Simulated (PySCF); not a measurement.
Molfile (atoms numbered from 1):
```
C9H11
     RDKit          3D

 20 20  0  0  0  0  0  0  0  0999 V2000
    3.3692   -0.1996    0.0573 C   0  0  0  0  0  0  0  0  0  0  0  0
    2.0067   -0.7176    0.0823 C   0  0  0  0  0  0  0  0  0  0  0  0
    0.8094   -0.0147    0.0064 C   0  0  0  0  0  0  0  0  0  0  0  0
    0.7605    1.4079   -0.1173 C   0  0  0  0  0  0  0  0  0  0  0  0
   -0.4633    2.0349   -0.1866 C   0  0  0  0  0  0  0  0  0  0  0  0
   -1.6422    1.2739   -0.1342 C   0  0  0  0  0  0  0  0  0  0  0  0
   -1.6462   -0.1322   -0.0110 C   0  0  0  0  0  0  0  0  0  0  0  0
   -2.9347   -0.8905    0.0514 C   0  0  0  0  0  0  0  0  0  0  0  0
   -0.4129   -0.7577    0.0563 C   0  0  0  0  0  0  0  0  0  0  0  0
    3.9215   -0.6996   -0.7611 H   0  0  0  0  0  0  0  0  0  0  0  0
    3.4619    0.8870   -0.0393 H   0  0  0  0  0  0  0  0  0  0  0  0
    3.8919   -0.5419    0.9711 H   0  0  0  0  0  0  0  0  0  0  0  0
    1.9172   -1.8087    0.1745 H   0  0  0  0  0  0  0  0  0  0  0  0
    1.6810    1.9917   -0.1578 H   0  0  0  0  0  0  0  0  0  0  0  0
   -0.5248    3.1205   -0.2830 H   0  0  0  0  0  0  0  0  0  0  0  0
   -2.6030    1.7949   -0.1926 H   0  0  0  0  0  0  0  0  0  0  0  0
   -2.7702   -1.9747    0.0069 H   0  0  0  0  0  0  0  0  0  0  0  0
   -3.5984   -0.6079   -0.7791 H   0  0  0  0  0  0  0  0  0  0  0  0
   -3.4700   -0.6662    0.9875 H   0  0  0  0  0  0  0  0  0  0  0  0
   -0.3598   -1.8461    0.1489 H   0  0  0  0  0  0  0  0  0  0  0  0
  1  2  1  0
  2  3  1  0
  3  4  1  0
  4  5  2  0
  5  6  1  0
  6  7  2  0
  7  8  1  0
  7  9  1  0
  9  3  2  0
  1 10  1  0
  1 11  1  0
  1 12  1  0
  2 13  1  0
  4 14  1  0
  5 15  1  0
  6 16  1  0
  8 17  1  0
  8 18  1  0
  8 19  1  0
  9 20  1  0
M  CHG  1   2   1
M  END
```

Geometry: PBE0-D3(BJ)/def2-SVP; GIAO shifts from PySCF 2.14, gas phase, non-relativistic, averaged over equivalent atoms.

At PBE0/pcSseg-1 (208 basis functions, 61 s wall time on 1 thread of an Arm Neoverse N1, shared host):
```
      atoms  δ (ppm)
         C2    232.8
         C6    172.3
         C9    159.2
         C7    153.1
         C4    146.7
         C3    142.7
         C5    139.7
         C1     31.0
         C8     22.4
        H13     9.56
        H16     8.86
        H14     8.81
        H15     8.32
        H20     8.04
H10/H11/H12     3.66
H17/H18/H19     2.87
```

Scale: 13C (184.41 ppm), 1H (31.27 ppm) vs TMS (reference shieldings calculated alike).

**Question.** Estimate the result of repeating the calculation with B3LYP/pcSseg-1.

**Answer.** 
| atoms | δ at B3LYP/pcSseg-1 | change |
| --- | --- | --- |
| C2 | 232.1 | -0.7 |
| C6 | 172.6 | +0.3 |
| C9 | 159.8 | +0.6 |
| C7 | 154.8 | +1.7 |
| C4 | 147.0 | +0.3 |
| C3 | 144.1 | +1.4 |
| C5 | 140.4 | +0.7 |
| C1 | 30.6 | -0.4 |
| C8 | 22.6 | +0.2 |
| H13 | 9.39 | -0.17 |
| H16 | 8.72 | -0.14 |
| H14 | 8.67 | -0.14 |
| H15 | 8.18 | -0.14 |
| H20 | 7.90 | -0.14 |
| H10/H11/H12 | 3.61 | -0.05 |
| H17/H18/H19 | 2.85 | -0.02 |

References, each an isolated molecule treated in the same way: TMS for 13C (σref 179.24) and 1H (σref 31.38).

The largest change is at C7 (substituted aromatic carbon). Cost: 208 basis functions, 58 s wall time on 1 thread of an Arm Neoverse N1, shared host. The order of the carbon signals is the same at both levels.
